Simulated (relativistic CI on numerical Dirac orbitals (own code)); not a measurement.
Computed by Dirac-Coulomb-Breit CI, separate exchange-only KLI orbitals for each configuration, a model potential for QED, valence Slater integrals scaled by 0.85, P86 correlation estimate, and configurations built on the next ion tied to the tabulated ionisation energy (semi-empirical) (own radial code, finite nucleus).

CI space (outside the closed core [Ne] 3s2): 3p6 3d, 3p6 4s, 3p6 4p, 3p6 4d, 3p6 5s, 3p6 4f, 3p6 5p, 3p6 5d, 3p5 3d2, 3p6 5f, 3p6 5g. Levels of other configurations are missing.

Configurations that consist of the next ion and one excited electron were tied to the tabulated ionisation energy; Rydberg ones are usually within 1,000 to 3,000 cm⁻¹ and the lowest ones within about 6,000 (9,000 in d shells), while levels on excited terms of the next ion carry the error of that term, and the other configurations can be misplaced by 10,000 cm⁻¹ or more. Rates follow the energies as ν³ (E1, M1) or ν⁵ (E2), so rates, branching and lifetimes can be off by large factors. The fine structure of a lone outer electron comes out too small, for d and f at times inverted, and misplaced configurations move strength between like terms. 5 of the 8 excited levels that our extract of the measured tables holds in this range could be paired (the sources list more); they are missed by 1373 cm⁻¹ on average and 3381 at most, and levels without a partner can miss by more.

Outline of the computed level scheme of Sc III. Lowest level of each configuration: 3p6 3d 2D_3/2 at 0.0000 eV; 3p6 4s 2S_1/2 at 3.5856 eV; 3p6 4p 2P°_1/2 at 7.9910 eV; 3p6 4d 2D_3/2 at 14.0584 eV; 3p6 5s 2S_1/2 at 14.3721 eV; 3p6 5p 2P°_1/2 at 16.0327 eV; 3p6 4f 2F°_5/2 at 17.0548 eV; 3p6 5d 2D_3/2 at 18.5046 eV; 3p6 5f 2F°_5/2 at 19.8203 eV.

Some strong electric-dipole decays among the lowest 16 levels: 3p6 4f 2F°_7/2 → 3p6 3d 2D_5/2 (1.3e+09 s⁻¹); 3p6 4f 2F°_5/2 → 3p6 3d 2D_3/2 (1.2e+09 s⁻¹); 3p6 4d 2D_5/2 → 3p6 4p 2P°_3/2 (1.1e+09 s⁻¹); 3p6 4d 2D_3/2 → 3p6 4p 2P°_1/2 (9.5e+08 s⁻¹); 3p6 5f 2F°_7/2 → 3p6 3d 2D_5/2 (8.7e+08 s⁻¹); 3p6 5f 2F°_5/2 → 3p6 3d 2D_3/2 (8.1e+08 s⁻¹); 3p6 5s 2S_1/2 → 3p6 4p 2P°_3/2 (5.6e+08 s⁻¹); 3p6 4p 2P°_1/2 → 3p6 3d 2D_3/2 (5.0e+08 s⁻¹).

Rates of lines that live on the mixing of spin multiplicities can be off by large factors.
